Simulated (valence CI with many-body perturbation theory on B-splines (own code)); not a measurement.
## F+: calculated level list

Computed by valence CI with perturbative core correlation (CI+MBPT): six valence electrons over a frozen Dirac-Fock core [He], a basis of 9 s, 9 p, 8 d, 6 f, 3 g, 1 h functions for each j, with the one-electron correlation potential Σ1, the two-electron term Σ2, the three-electron term Σ3, Breit, model QED; selected CI, second order for the rest, scaled by the run's own slope (own B-spline code, finite nucleus).

Against 23 measured levels this calculation errs by 214 cm⁻¹ on average and by 468 at most. These come from a selection out of the NIST Handbook of Basic Atomic Spectroscopic Data. Levels without a partner in it may be off by more. Among the levels kept, up to 2300 cm⁻¹ of a level comes from second order outside the variational space, and about a tenth of that is noise between levels of different J, which matters for small intervals.

Levels 1 to 45 of 46, with energies above the lowest level, 2s2.2p4 3P_2. "Leading %" is the weight of the configuration and term that name the level; weights of strongly mixed levels are sums over their largest components and can fall short. In the jj column 3d3/2^4 stands for four electrons in 3d with j = 3/2.

```
No.  Configuration  Term  J  E (cm⁻¹)  Leading %     Second component      g                       Leading jj
  1        2s2.2p4    3P  2       0.0         97                       1.501      2s^2 2p1/2^2 2p3/2^2 (66 %)
  2        2s2.2p4    3P  1       335         97                       1.501        2s^2 2p1/2 2p3/2^3 (97 %)
  3        2s2.2p4    3P  0       518         97                                          2s^2 2p3/2^4 (64 %)
  4        2s2.2p4    1D  2     21001         97                       1.000        2s^2 2p1/2 2p3/2^3 (66 %)
  5        2s2.2p4    1S  0     45222         94                                  2s^2 2p1/2^2 2p3/2^2 (62 %)
  6         2s.2p5   3P°  2    164937         94                       1.501        2s 2p1/2^2 2p3/2^3 (94 %)
  7         2s.2p5   3P°  1    165253         94                       1.501          2s 2p1/2 2p3/2^4 (62 %)
  8         2s.2p5   3P°  0    165281         93                                      2s 2p1/2 2p3/2^4 (93 %)
  9     2s2.2p3.3s   5S°  2    176036         94                       2.002     2s^2 2p1/2 2p3/2^2 3s (52 %)
 10     2s2.2p3.3s   3S°  1    182472         94                       2.002     2s^2 2p1/2 2p3/2^2 3s (52 %)
 11     2s2.2p3.3p    5P  3    202013         94                       1.668  2s^2 2p1/2 2p3/2^2 3p3/2 (52 %)
 12     2s2.2p3.3p    5P  1    202021         94                       2.503  2s^2 2p1/2 2p3/2^2 3p1/2 (44 %)
 13     2s2.2p3.3p    5P  2    202032         94                       1.835  2s^2 2p1/2 2p3/2^2 3p1/2 (27 %)
 14     2s2.2p3.3p    3P  0    207312         93                              2s^2 2p1/2 2p3/2^2 3p3/2 (65 %)
 15     2s2.2p3.3p    3P  1    207328         93                       1.501  2s^2 2p1/2 2p3/2^2 3p3/2 (34 %)
 16     2s2.2p3.3p    3P  2    207333         94                       1.501  2s^2 2p1/2 2p3/2^2 3p3/2 (30 %)
 17     2s2.2p3.3s   3D°  3    211668         95                       1.334     2s^2 2p1/2 2p3/2^2 3s (95 %)
 18     2s2.2p3.3s   3D°  2    211722         95                       1.167     2s^2 2p1/2 2p3/2^2 3s (64 %)
 19     2s2.2p3.3s   3D°  1    211749         95                       0.499     2s^2 2p1/2 2p3/2^2 3s (42 %)
 20     2s2.2p3.3s   1D°  2    214931         95                       1.000     2s^2 2p1/2 2p3/2^2 3s (73 %)
 21     2s2.2p3.3s   1P°  1    227292         58      34 % 2s.2p5 1P°  1.000        2s 2p1/2^2 2p3/2^3 (23 %)
 22     2s2.2p3.3s   3P°  0    229471         92                                 2s^2 2p1/2 2p3/2^2 3s (92 %)
 23     2s2.2p3.3s   3P°  2    229520         92                       1.501           2s^2 2p3/2^3 3s (48 %)
 24     2s2.2p3.3s   3P°  1    229530         92                       1.501     2s^2 2p1/2 2p3/2^2 3s (61 %)
 25     2s2.2p3.3d   5D°  0    230609         94                              2s^2 2p1/2 2p3/2^2 3d3/2 (52 %)
 26     2s2.2p3.3d   5D°  4    230619         94                       1.501  2s^2 2p1/2 2p3/2^2 3d5/2 (52 %)
 27     2s2.2p3.3d   5D°  1    230669         94                       1.501  2s^2 2p1/2 2p3/2^2 3d3/2 (47 %)
 28     2s2.2p3.3d   5D°  3    230676         94                       1.501  2s^2 2p1/2 2p3/2^2 3d5/2 (31 %)
 29     2s2.2p3.3d   5D°  2    230689         94                       1.501  2s^2 2p1/2 2p3/2^2 3d3/2 (37 %)
 30     2s2.2p3.3d   3D°  1    231731         94                       0.499  2s^2 2p1/2 2p3/2^2 3d5/2 (48 %)
 31     2s2.2p3.3d   3D°  3    231745         94                       1.334  2s^2 2p1/2 2p3/2^2 3d3/2 (31 %)
 32     2s2.2p3.3d   3D°  2    231755         94                       1.167  2s^2 2p1/2 2p3/2^2 3d5/2 (36 %)
 33     2s2.2p3.4s   5S°  2    234702         94                       2.002     2s^2 2p1/2 2p3/2^2 4s (52 %)
 34     2s2.2p3.3p    1P  1    235499         93                       0.991  2s^2 2p1/2 2p3/2^2 3p3/2 (50 %)
 35     2s2.2p3.3p    3D  3    235985         95                       1.334  2s^2 2p1/2 2p3/2^2 3p3/2 (69 %)
 36     2s2.2p3.3p    3D  2    236017         95                       1.166  2s^2 2p1/2 2p3/2^2 3p1/2 (36 %)
 37     2s2.2p3.3p    3D  1    236021         93                       0.508  2s^2 2p1/2 2p3/2^2 3p3/2 (34 %)
 38     2s2.2p3.4s   3S°  1    236557         94                       2.002     2s^2 2p1/2 2p3/2^2 4s (52 %)
 39     2s2.2p3.3p    3F  4    237300         95                       1.250  2s^2 2p1/2 2p3/2^2 3p3/2 (95 %)
 40     2s2.2p3.3p    3F  3    237337         95                       1.084  2s^2 2p1/2 2p3/2^2 3p1/2 (43 %)
 41     2s2.2p3.3p    3F  2    237377         95                       0.667  2s^2 2p1/2 2p3/2^2 3p1/2 (33 %)
 42     2s2.2p3.3p    1F  3    238157         95                       1.000  2s^2 2p1/2 2p3/2^2 3p3/2 (42 %)
 43     2s2.2p3.3p    3P  2    239916         69   23 % 2s2.2p3.4p 3P  1.501  2s^2 2p1/2 2p3/2^2 3p1/2 (35 %)
 44         2s.2p5   1P°  1    239973         51  33 % 2s2.2p3.3s 1P°  1.000        2s 2p1/2^2 2p3/2^3 (34 %)
 45     2s2.2p3.3p    3P  0    239980         66   26 % 2s2.2p3.4p 3P               2s^2 2p3/2^3 3p3/2 (24 %)
```

Names give the largest LS component (configuration and term), which can be under half, so a name can repeat, a term be missing and a line seem to break the LS rules; names also repeat where a configuration has a term twice.

The ionisation energy to 2s2.2p3 4S°_3/2 of the next ion comes out as 34.905 eV (NIST: 34.9708 eV (measured)). All 46 levels together are meant to be complete up to 241211 cm⁻¹.
